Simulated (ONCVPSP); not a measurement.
## Reading a pseudo-wave (chlorine (Cl))

Columns: radius, all-electron u(r) and pseudo u(r) of the 2s shell (level -265.52 eV) of chlorine in the configuration [He] 2s2 2p6 3s2 3p4; PBE, scalar-relativistic, ONCV scheme, ONCVPSP 4.0.1.

| r (bohr) | all-electron | pseudo |
| --- | --- | --- |
| 0.040 | -0.7295 | 0.2129 |
| 0.080 | -0.5393 | 0.4265 |
| 0.120 | -0.0508 | 0.6418 |
| 0.160 | 0.4648 | 0.8557 |
| 0.200 | 0.8989 | 1.0579 |
| 0.240 | 1.2185 | 1.2347 |
| 0.280 | 1.4239 | 1.3743 |
| 0.320 | 1.5339 | 1.4703 |
| 0.360 | 1.5680 | 1.5176 |
| 0.400 | 1.5450 | 1.5143 |
| 0.440 | 1.4832 | 1.4681 |
| 0.480 | 1.3949 | 1.3890 |
| 0.520 | 1.2917 | 1.2900 |
| 0.560 | 1.1810 | 1.1806 |
| 0.600 | 1.0688 | 1.0685 |
| 0.640 | 0.9591 | 0.9588 |
| 0.680 | 0.8545 | 0.8542 |
| 0.720 | 0.7567 | 0.7565 |
| 0.760 | 0.6667 | 0.6665 |
| 0.800 | 0.5847 | 0.5845 |
| 0.840 | 0.5111 | 0.5109 |
| 0.880 | 0.4451 | 0.4450 |
| 0.920 | 0.3867 | 0.3866 |
| 0.960 | 0.3352 | 0.3351 |
| 1.000 | 0.2898 | 0.2897 |
| 1.040 | 0.2501 | 0.2501 |

(1) How many radial nodes do the two functions have?

(2) At about which radius was the pseudo-wave matched?

(3) Where does each function peak?

(4) Is the pseudo-wave norm-conserving?

Answers

(1) The all-electron 2s function has n − l − 1 = 1; the pseudo-wave has 0, since the states of the same l below it are removed with the core.

(2) 0.60 bohr, where the columns begin to agree (steps of 0.04 bohr).

(3) Outermost all-electron maximum near 0.36 bohr, pseudo maximum near 0.36 bohr (to the table’s step).

(4) Yes: the ONCV scheme keeps the norm inside the radius equal to the all-electron one, which fixes the energy derivative of the logarithmic derivative at the level.
